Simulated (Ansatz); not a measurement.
Species: C$_{2}$H$_{5}$Si, charge 0, doublet. C2H5Si (SMILES [CH2][Si]C, doublet).
B3LYP-D3(BJ)/def2-TZVP minimum from Ansatz (an electronic-structure program):
```
Si
C 1 1.7077
H 2 1.0812 1 123.47
H 2 1.0865 3 115.86 1 -180.00
C 1 1.8895 2 122.58 3 180.00
H 5 1.0903 1 111.20 2 119.56
H 5 1.0903 6 108.39 1 -122.52
H 5 1.0930 6 109.16 7 -118.80
```
Charge 0, spin multiplicity 2.

Atomisation energy term by term, kcal/mol (programs: Ansatz). UHF or UKS for unpaired electrons; spin-orbit terms are left out. Correlated methods leave the cores frozen. Rows without X2C or -DK are non-relativistic. CBS(X,Y): correlation extrapolated as X^-3, Hartree-Fock from the larger set. A bracket is a step between two methods taken in the basis named. '+ core + X2C': CCSD(T) terms for core correlation (cc-pwCVTZ, 1s frozen past Ne) and scalar relativity (cc-pVTZ-DK). Where a partner has so few electrons that a lower coupled-cluster level is exact, that level stands in. The UHF reference of C2H5Si ([CH2][Si]C, doublet) is spin-contaminated (<S^2> up to 0.37 over the pure value in the sets run).

```json
[
 {"term": "Hartree-Fock", "basis": "cc-pV(Q+d)Z", "kcal/mol": "503.02"},
 {"term": "CCSD correlation", "basis": "CBS(cc-pV(T+d)Z,cc-pV(Q+d)Z)", "kcal/mol": "155.86"},
 {"term": "(T)", "basis": "CBS(cc-pV(T+d)Z,cc-pV(Q+d)Z)", "kcal/mol": "10.56"},
 {"term": "CCSDT(Q) - CCSD(T)", "basis": "cc-pV(D+d)Z", "kcal/mol": "1.41"},
 {"term": "core correlation", "basis": "cc-pwCVTZ", "kcal/mol": "2.14"},
 {"term": "scalar relativity", "basis": "X2C, cc-pVTZ-DK", "kcal/mol": "-0.83"},
 {"term": "sum: De", "basis": "", "kcal/mol": "672.2"}
]
```
